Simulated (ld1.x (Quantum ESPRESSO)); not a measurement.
Varying the TM semilocal potential for Nb (Z = 41)

Base potential:

ld1.x (Quantum ESPRESSO) 7.5 input, shortened:

```
&input
   title='Nb', zed=41., rel=1, dft='BLYP', iswitch=3,
   config='[Kr] 4d4 5s0.75 5p0'
 /
 &inputp
   pseudotype=1, tm=.true., lloc=1,
   nlcc=.true., rcore=1.30
 /
3
5S  1  0   0.75   0.00  2.50  2.50  0.0
4D  3  2   4.00   0.00  1.70  1.70  0.0
5P  2  1   0.00   0.00  4.20  4.20  0.0
 &test
   configts(1)='4d4 5s0.75 5p0'
 /
```

All-electron outer shells of the reference configuration (BLYP, scalar-relativistic, ld1.x):

| shell | level (eV) | outermost node (bohr) | outermost maximum (bohr) |
| --- | --- | --- | --- |
| 4s | -59.77 | 0.53 | 1.02 |
| 4p | -35.87 | 0.54 | 1.12 |
| 5s | -5.25 | 1.40 | 3.04 |
| 4d | -4.39 | 0.55 | 1.51 |
| 5p | -2.16 | 1.62 | 4.10 |

Cutoffs, loose and tight: the cutoffs (Ry, on a coarse ladder) from which the occupation-weighted sum of valence levels, in a spherical-Bessel basis at the reference potential, stays within 10 and 1 mRy of its value at 400 Ry. They do not see the model core or the augmentation charge, which bear on the density cutoff. Test errors are all-electron minus pseudo excitation energies from the reference, over the configurations 4d4 5s1 5p0; 4d4 5s0 5p0; 4d3 5s0 5p0; 4d4.5 5s0.5 5p0; 4d3 5s2 5p0; 4d4 5s0.5 5p0; 4d1 5s0 5p0. A dash means not determined; rows that change the core or the reference have their own tests.

A semilocal file is local in each channel, so a ghost entry of none says nothing of the separable form that plane-wave codes build from it.

| change | outcome | cutoff, loose | cutoff, tight | bound ghosts | largest test error (meV) |
| --- | --- | --- | --- | --- | --- |
| base | generated | 35 Ry | 45 Ry | none | -1475 |
| wave 4d (bound): rc 1.70 bohr becomes 4d (bound): rc 1.12 bohr | generated | 110 Ry | 140 Ry | none | -1479 |
| wave 4d (bound): rc 1.70 bohr becomes 4d (bound): rc 1.32 bohr | generated | 45 Ry | 70 Ry | none | -1479 |
| wave 4d (bound): rc 1.70 bohr becomes 4d (bound): rc 1.48 bohr | generated | 40 Ry | 50 Ry | none | -1478 |
| wave 4d (bound): rc 1.70 bohr becomes 4d (bound): rc 1.74 bohr | generated | 35 Ry | 45 Ry | none | -1474 |
| wave 4d (bound): rc 1.70 bohr becomes 4d (bound): rc 1.98 bohr | generated | 35 Ry | 40 Ry | none | -1463 |
| wave 4d (bound): rc 1.70 bohr becomes 4d (bound): rc 2.12 bohr | generated | 35 Ry | 40 Ry | none | -1445 |
| wave 4d (bound): rc 1.70 bohr becomes 4d (bound): rc 2.32 bohr | generated | 30 Ry | 35 Ry | none | -1411 |
| wave 4d (bound): rc 1.70 bohr becomes 4d (bound): rc 2.60 bohr | generated | 30 Ry | 35 Ry | none | -1283 |

Reading the sweep of the d radius (base included, trends over the rows without a ghost): The loose cutoff falls from 110 Ry at 1.12 to 30 Ry at 2.6 bohr. A larger radius leaves more room for a smooth pseudo-wave, so fewer plane waves are needed; a smaller one forces it to follow the all-electron wave where it bends sharply. The median size of the test errors (rows with all tests solved) stays near 6.9 meV.
